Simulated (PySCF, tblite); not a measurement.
Dissociation curve of BeF, doublet.

GFN2-xTB, 300 K electronic temperature (tblite); UCCSD(T) = CCSD(T) on UHF/cc-pVTZ, 1 core orbital frozen in PySCF 2.14.0.

Energies relative to the lowest point of each curve near equilibrium, in kJ/mol; the last columns give the difference from UCCSD(T):

| R / Å | GFN2-xTB | UCCSD(T) | GFN2-xTB − UCCSD(T) |
|---|---|---|---|
| 1.11 | 242.4 | 203.0 | 39.4 |
| 1.16 | 142.6 | 117.3 | 25.3 |
| 1.24 | 50.0 | 37.1 | 12.9 |
| 1.27 | 30.2 | 20.4 | 9.8 |
| 1.33 | 7.2 | 2.7 | 4.5 |
| 1.37 | 1.1 | 0.0 | 1.1 |
| 1.40 | 0.0 | 1.7 | -1.7 |
| 1.44 | 2.2 | 7.9 | -5.7 |
| 1.49 | 9.5 | 20.7 | -11.2 |
| 1.57 | 27.8 | 49.2 | -21.3 |
| 1.70 | 67.0 | 107.4 | -40.4 |
| 1.86 | 120.2 | 185.9 | -65.7 |
| 2.06 | 185.2 | 281.7 | -96.4 |
| 2.29 | 253.4 | 380.1 | -126.7 |

GFN2-xTB is furthest from UCCSD(T) at 2.29 (-126.7 kJ/mol, below); its mean absolute difference over the points is 33.0 kJ/mol.

The scan ran from 1.11 to 5.50 Å; beyond the distances shown one of the unrestricted levels run for this scan, shown here or not, changes its spin distribution in one step.
